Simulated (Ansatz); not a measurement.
Ge₃H₁₀Si (`[SiH3][GeH2][GeH2][GeH3]`). Charge 0, multiplicity 1. Correlated methods include outer-core shells of Ge, which these sets cover unevenly. Scalar relativity is left out up to krypton.

```xyz
14

Si    0.8206    1.6747   -1.5427
Ge    0.4914   -0.6789   -1.4563
Ge   -1.0960   -1.2212    0.2968
Ge   -0.3686   -0.2481    2.3931
H     1.7666    2.0498   -2.6265
H    -0.4807    2.3534   -1.7816
H     1.3687    2.1414   -0.2414
H     1.8270   -1.3814   -1.1464
H    -0.0153   -1.2044   -2.8127
H    -1.2328   -2.7480    0.4456
H    -2.4794   -0.6549   -0.0749
H     1.0580   -0.7185    2.7217
H    -0.3597    1.2855    2.2761
H    -1.2997   -0.6493    3.5492
```

**Question.** Give the diagnostics of a CCSD(T)/def2-TZVPP run (frozen core, the Gaussian-basis code of Ansatz). (An estimate is asked.)

**Answer.** Ansatz gave: T1 = 0.0118, largest single amplitude 0.020, largest double 0.022, (T) share of the correlation energy 3.4 %, 8 CCSD cycles. The RHF solution is stable towards an unrestricted one. T1 lies under the customary mark of 0.02 for closed shells.
